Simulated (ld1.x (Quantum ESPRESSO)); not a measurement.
# Reading a pseudo-wave (La (Z = 57))

Columns: radius, all-electron u(r) and pseudo u(r) of the 5p shell (level -21.62 eV) of lanthanum in the configuration [Kr] 4d10 4f0 5s2 5p6 5d1.5 6s1.5 6p0; revPBE, scalar-relativistic, TM scheme, ld1.x (Quantum ESPRESSO) 7.5.

| r (bohr) | all-electron | pseudo |
| --- | --- | --- |
| 0.205 | -0.2962 | -0.0352 |
| 0.410 | 0.2760 | -0.1344 |
| 0.615 | 0.4064 | -0.2802 |
| 0.820 | 0.0189 | -0.4466 |
| 1.025 | -0.4116 | -0.6046 |
| 1.230 | -0.7022 | -0.7286 |
| 1.435 | -0.8408 | -0.8013 |
| 1.640 | -0.8649 | -0.8180 |
| 1.845 | -0.8172 | -0.7848 |
| 2.050 | -0.7322 | -0.7157 |
| 2.255 | -0.6331 | -0.6268 |
| 2.460 | -0.5341 | -0.5324 |
| 2.665 | -0.4428 | -0.4426 |
| 2.870 | -0.3626 | -0.3625 |
| 3.075 | -0.2942 | -0.2942 |
| 3.280 | -0.2371 | -0.2371 |
| 3.485 | -0.1902 | -0.1902 |
| 3.690 | -0.1519 | -0.1519 |
| 3.895 | -0.1210 | -0.1210 |
| 4.100 | -0.0962 | -0.0962 |
| 4.305 | -0.0762 | -0.0762 |
| 4.510 | -0.0602 | -0.0602 |
| 4.715 | -0.0476 | -0.0476 |
| 4.920 | -0.0374 | -0.0374 |
| 5.125 | -0.0294 | -0.0294 |
| 5.330 | -0.0231 | -0.0231 |

**Question.** How many radial nodes do the two functions have?

**Answer.** The all-electron 5p function has n − l − 1 = 3 (the table is too coarse to show those close to the nucleus); the pseudo-wave has 0, since the states of the same l below it are removed with the core.

**Question.** At about which radius was the pseudo-wave matched?

**Answer.** 3.10 bohr. The columns agree to 0.0005 from 2.67 bohr on; several derivatives are matched, so the curves merge somewhat inside the radius.

**Question.** Is the pseudo-wave norm-conserving?

**Answer.** Yes: the TM scheme keeps the norm inside the radius equal to the all-electron one, which fixes the energy derivative of the logarithmic derivative at the level.
